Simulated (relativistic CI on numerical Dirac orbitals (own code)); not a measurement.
## What each ingredient does to the levels of Yb46+

Base calculation: Dirac-Coulomb-Breit CI, KLI orbitals optimised for each configuration, model QED (radiative potential, 1s self-energy scaled to tabulated hydrogen-like ionisation energies), unscaled Slater integrals.

Configurations in the expansion (outside the closed core [Ne]): 3s²3p⁶3d⁶, 3s²3p⁵3d⁷, 3s²3p⁴3d⁸, 3s3p⁶3d⁷, 3p⁶3d⁸, 3s3p⁵3d⁸, 3s²3p⁶3d⁵4s, 3s²3p⁶3d⁵4p, 3s²3p⁴3d⁷4s, 3s²3p⁶3d⁵4d, 3s²3p⁴3d⁷4p, 3s²3p⁵3d⁶4s, 3s²3p⁶3d⁵4f, 3s²3p⁴3d⁷4d, 3s3p⁵3d⁷4s, 3s²3p⁵3d⁶4p, 3s²3p⁵3d⁶4d, 3s²3p⁶3d⁴4s², 3s3p⁶3d⁶4s, 3p⁶3d⁷4s, 3p⁶3d⁷4p, 3s²3p⁶3d⁵5s, 3p⁶3d⁷4d, 3s3p⁶3d⁵4s². Levels of other configurations are missing.

Variants: (1) only the first 3 configurations. Shifts of the energy above 3s²3p⁶3d⁶ ³F4, in eV, for the lowest level and the first level of each name with at least 55 % of one term (blank where a level changes its place among those of its configuration and J or its character, or is not in the variant):

```tsv
Level	Base	Δ(1)
3s²3p⁶3d⁶ ³F4	0.000	0.000
3s²3p⁶3d⁶ ⁵D3	46.711	-0.027
3s²3p⁶3d⁶ ³G5	56.451	-0.111
3s²3p⁶3d⁶ ³H6	56.567	-0.191
3s²3p⁶3d⁶ ³P1	77.019	+0.215
3s²3p⁶3d⁶ ⁵D2	99.060	+0.120
3s²3p⁶3d⁶ ⁵D0	101.966	-0.098
3s²3p⁶3d⁶ ³H5	109.393	-0.134
3s²3p⁶3d⁶ ¹I6	112.872	-0.238
3s²3p⁶3d⁶ ¹D2	153.425	+0.197
3s²3p⁶3d⁶ ¹S0	168.975	+0.199
3s²3p⁵3d⁷ ⁵G°6	345.898	-0.103
3s²3p⁵3d⁷ ³P°0	356.271	+1.341
3s²3p⁵3d⁷ ³D°3	357.207	+1.036
3s²3p⁵3d⁷ ⁵G°5	399.645	+0.086
3s²3p⁵3d⁷ ³I°7	420.299	-0.129
```

At this charge energies of transitions that change n are usually good to better than 1 %, and those within a shell (Δn = 0) to a few per cent.

Ionisation energy from the two ground configurations alone: base 3929.05 eV. The NIST ASD value (theoretical) is 3929 eV.

LS names give the leading component of a level, which can be under half, so a name can repeat, a term be missing and a line seem to break the LS rules.
